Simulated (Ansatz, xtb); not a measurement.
## Relative energy of two conformers of BrGaH2O2

Structure a: `[OH][Ga]([OH])[Br]`, a singlet. Structure b: `[OH][Ga]([OH])[Br]`, a singlet. Both are isolated molecules in the gas phase, relaxed with PBE0-D4/def2-SVP.

a (Å):

```xyz
6

Br   -4.7658   -0.0495    1.7967
Ga   -2.6437   -0.8273    1.6043
O    -2.2219   -2.3700    2.3554
O    -1.3937    0.0683    0.7220
H    -1.2983   -2.6091    2.2176
H    -1.6976    0.8988    0.3404
```

b (Å):

```xyz
6

Br   -3.2898    1.4855   -0.0015
Ga   -1.7192    0.2988    1.1031
O    -1.3366   -1.3254    0.5009
O    -0.9531    1.0551    2.5131
H    -0.6623   -1.7991    0.9984
H    -0.2889    0.5178    2.9566
```

Question: Estimate which is lower in electronic energy at CCSD(T)/def2-SVP + ΔMP2/def2-TZVPP, and by roughly how much.

Answer: The CCSD(T)/def2-SVP + ΔMP2/def2-TZVPP calculation puts structure a lower, by 7.18 kJ/mol.

The same difference at several levels:

```json
{"level": "PBE0-D4/def2-SVP", "geometry": "PBE0-D4/def2-SVP", "E(b) − E(a) (kJ/mol)": "+10.77", "departure from the last row (kJ/mol)": "+3.59", "job, with rough time for the two": "optimisation, 21 s"}
{"level": "HF/def2-SVP", "geometry": "PBE0-D4/def2-SVP", "E(b) − E(a) (kJ/mol)": "+9.64", "departure from the last row (kJ/mol)": "+2.46", "job, with rough time for the two": "part of the CCSD(T) run"}
{"level": "MP2/def2-SVP", "geometry": "PBE0-D4/def2-SVP", "E(b) − E(a) (kJ/mol)": "+10.68", "departure from the last row (kJ/mol)": "+3.49", "job, with rough time for the two": "part of the CCSD(T) run"}
{"level": "CCSD(T)/def2-SVP", "geometry": "PBE0-D4/def2-SVP", "E(b) − E(a) (kJ/mol)": "+10.44", "departure from the last row (kJ/mol)": "+3.26", "job, with rough time for the two": "single point"}
{"level": "CCSD(T)/def2-SVP + ΔMP2/def2-TZVPP", "geometry": "PBE0-D4/def2-SVP", "E(b) − E(a) (kJ/mol)": "+7.18", "departure from the last row (kJ/mol)": "", "job, with rough time for the two": "single point, 25 s"}
```

The levels shown agree on the order. The largest departure from CCSD(T)/def2-SVP + ΔMP2/def2-TZVPP is that of PBE0-D4/def2-SVP, 3.59 kJ/mol. Levels run at GFN2-xTB geometries aren't shown. The last row adds to CCSD(T) the change of the MP2 difference between the two basis sets, here −3.26 kJ/mol.

With harmonic frequencies from PBE0-D4/def2-SVP (ideal gas, rigid rotor, one conformer each, 298.15 K, 1 atm): the zero-point term adds −1.28 kJ/mol; ΔH is +6.46 and ΔG +7.03 kJ/mol.

The correlated steps freeze 20 core orbitals; the filled d shell of Br and Ga is correlated, in a basis made for valence electrons. Run with Ansatz 0.2.0; the last row on 2 threads of Arm Neoverse V2 on a shared host.
